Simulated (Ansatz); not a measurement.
A structure relaxed at B3LYP-D4/def2-SVPD in Ansatz, charge -1, doublet:

Cartesian coordinates in Å:
```
Si -2.3128 0.4244 0.1821
Si -0.2975 -0.2966 0.9507
Si 1.0842 -0.5973 -1.1710
Si -0.4711 1.2440 -1.0475
Ge 1.9972 -0.7745 1.0858
```

(1) Give its formula.

(2) Summarise the bond lengths by kind (pairs closer than 1.2 times the sum of covalent radii, bridged metal pairs left out).

Answers

(1) the cluster Si₄Ge⁻.

(2) 5 × Si–Si 2.27 to 2.55 Å; 2 × Ge–Si 2.35 to 2.44 Å.

Another isomer (doublet) lies 1.04 eV lower at PBE0-D4/def2-TZVPD; other spin states weren't run for this one.
